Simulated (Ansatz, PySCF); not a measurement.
C₂H₄BFO₂, SMILES CC(=O)B(F)O.

The structure is a stationary point at B3LYP-D3(BJ)/def2-SVP. This is a generated structure with no PubChem entry under its InChIKey; it may be hypothetical. Other conformers were not sampled.

Vertical ionisation energy (IE) and electron affinity (EA) in eV. Rows of orbital energies are one-electron estimates. Where ΔSCF, EOM or ADC give a negative EA the extra electron is unbound and the value depends on the basis.

| level | IE | EA |
|---|---|---|
| −ε(HOMO), −ε(LUMO), r2SCAN/def2-TZVP (PySCF) | 6.28 | 2.92 |
| −ε(HOMO), −ε(LUMO), PBE/def2-TZVP (PySCF) | 5.98 | 3.08 |
| ΔSCF, PBE0/def2-SVPD (Ansatz), final states of multiplicity 2 and 2 | (withheld) | (withheld) |
| ΔSCF, PBE/def2-SVPD (Ansatz), final states of multiplicity 2 and 2 | 9.74 | 0.06 |

Question: Fill in the missing entries. (An estimate is asked for; the answer gives what the named calculation found.)

Answer: 
- ΔSCF, PBE0/def2-SVPD (Ansatz, a quantum-chemistry and plane-wave program), final states of multiplicity 2 and 2, IE: 10.03
- ΔSCF, PBE0/def2-SVPD (Ansatz), final states of multiplicity 2 and 2, EA: 0.07

Question: What vertical singlet–triplet gap does ΔSCF give with PBE0/def2-SVPD (Ansatz) and with PBE/def2-SVPD (Ansatz)? (Estimate from the structure and the level; the computed values follow.)

Answer: 2.66 and 2.61 eV (triplet above singlet where positive).
